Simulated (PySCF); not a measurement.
Compound: CH₄B₃NO₃.
SMILES with atom numbers: `[CH2:1]=[N:2][B:3]1[O:4][BH:5][O:6][BH:7][O:8]1`

Cartesian coordinates in Å at the PBE0-D3(BJ)/def2-SVP level; atoms count from 1:
```
atom  x, y, z in Å
C1    -3.0015    0.5239    0.4246
N2    -1.8821    0.2834   -0.0727
B3    -0.4927    0.3826    0.0710
O4     0.2206   -0.6466    0.6594
B5     1.5833   -0.5969    0.7044
O6     2.2454    0.4762    0.1620
B7     1.5484    1.5107   -0.4105
O8     0.1858    1.4668   -0.4564
H9    -3.1393    1.0338    1.3989
H10   -3.9309    0.2322   -0.0972
H11    2.2056   -1.4871    1.2220
H12    2.1393    2.4547   -0.8659
```

NICS = −σ at a ghost point: NICS(0) at the centroid of the ring atoms, NICS(1) 1 Å to either side along the normal of their mean plane, zz for the tensor component along that normal. Level: GIAO PBE0/pcSseg-1 (PySCF, non-relativistic, gas phase) on the PBE0-D3(BJ)/def2-SVP geometry, one conformer.

Ring bond lengths (Å), with Mayer bond orders in brackets: B3–O4 1.384 (1.05), O4–B5 1.364 (1.12), B5–O6 1.373 (1.09), O6–B7 1.373 (1.09), B7–O8 1.364 (1.12), O8–B3 1.383 (1.05).

Task: What do the NICS probes read (ppm)?

Result: 
| ring | type | NICS(0) | NICS(1), two faces | NICS(1)zz, two faces | rms pucker (Å) | centre to ring atoms, mean (Å) |
| --- | --- | --- | --- | --- | --- | --- |
| B3–O4–B5–O6–B7–O8 | 6-membered ring with 3 B and 3 O; formal bonds all single | -1.2 | -1.5 / -1.9 | -1.3 / -1.6 | 0.00 | 1.37 |

Task: What can be read from them?

Result: 
- B3–O4–B5–O6–B7–O8: mean NICS(1)zz -1.5 ppm, near zero.

Task: What is the mean of the two in-plane components of NICS at the first NICS(1) probe listed for ring B3–O4–B5–O6–B7–O8, 1 Å off the ring?

Result: The isotropic value is a third of the trace: (3 × -1.5 − (-1.3))/2 = -1.6 ppm.

Task: What are the shieldings of the ring atoms and their hydrogens in the same run (means over atoms taken as equivalent)?

Result: 
| atoms | environment | σ isotropic (ppm) | principal values of the symmetric part, first atom (ppm) |
| --- | --- | --- | --- |
| B3 | three-coordinate boron | 79.1 | 66.4, 70.8, 100.1 |
| O4 (×2) | boron-bound oxygen | 146.4 | 4.4, 113.4, 321.4 |
| B5 (×2) | three-coordinate boron | 73.9 | 58.6, 68.8, 94.3 |
| O6 | boron-bound oxygen | 116.3 | -72.7, 94.5, 327.0 |
| H11 (×2) | B–H hydrogen | 26.68 | 23.6, 26.0, 30.5 |

Task: How do the values depend on the level or the medium?

Result: 
```csv
level,"NICS(0), B3–O4–B5–O6–B7–O8","mean NICS(1)zz, B3–O4–B5–O6–B7–O8"
"PBE0/pcSseg-1, gas",-1.2,-1.5
"wB97X-D/pcSseg-2, gas",0.3,-1.2
"PBE0/pcSseg-1, IEF-PCM acetone",-1.2,-1.2
"PBE0/pcSseg-1, IEF-PCM chloroform",-1.2,-1.3
```

The geometry is the same throughout; the continuum's cavity takes Bondi-type radii × 1.2.
